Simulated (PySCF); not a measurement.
Assignment exercise: C2H8FPSi2

Structure with atom numbers: `[F:1][Si@@H:2]([PH2:3])/[CH:4]=[CH:5]/[SiH3:6]`. Hydrogens are named by the atom that carries them.

Level of theory: geometry from GFN2-xTB, shielding tensors at PBE0/pcSseg-1 (GIAO), in PySCF (in vacuum, a single conformation, no relativistic terms, averaged over atoms made equivalent by symmetry, fast rotation or ring inversion).

Chemical shifts δ = σref − σ; TMS for ¹³C (σref 186.93), ¹H (σref 31.72), all at this level.

(1) Assign these signals to the numbered atoms. ¹³C{¹H} NMR (computed): δ 163.9 (CH), 154.5 (CH).

(2) Assign these signals to the numbered atoms. ¹H NMR (400 MHz, computed): δ 7.50 (m, 1H), 6.71 (m, 1H), 5.79 (m, 1H), 4.22 (d, 3H), 1.23 (m, 2H).

Results:

(1) 
| δ (ppm) | atoms | environment | reason |
| --- | --- | --- | --- |
| 163.9 | C4 | alkene CH | an sp2 carbon of a C=C bond |
| 154.5 | C5 | alkene CH | – |

(2) 
| δ (ppm) | atoms | environment | reason |
| --- | --- | --- | --- |
| 7.50 | H(C4) | hydrogen on an alkene CH | a vinylic proton, deshielded by the sp2 carbon and the C=C anisotropy |
| 6.71 | H(C5) | hydrogen on an alkene CH | – |
| 5.79 | H(Si2) | hydrogen on a silicon bonded to C, F, P | – |
| 4.22 | H(Si6) | hydrogen on a silicon bonded to C | – |
| 1.23 | H(P3) | hydrogen on a phosphorus bonded to Si | – |

Splittings by ¹⁹F and ³¹P in the carbon and heteronuclear signals aren't shown, as no couplings were computed. Shifts are as computed. Against solution values, carbons near 30 ppm lie about +3 ppm off and those near 130 ppm about +5 ppm. Of 1211 compounds with measured shifts, 218 miss one by over three times the rms of a fit or turn the order of signals round; such compounds aren't used in these exercises. No couplings were computed; multiplicities are counted from neighbouring protons, with m where these are inequivalent, close in shift, in a saturated or five-membered ring or joined by F or P, and br s for small geminal =CH2 splittings.
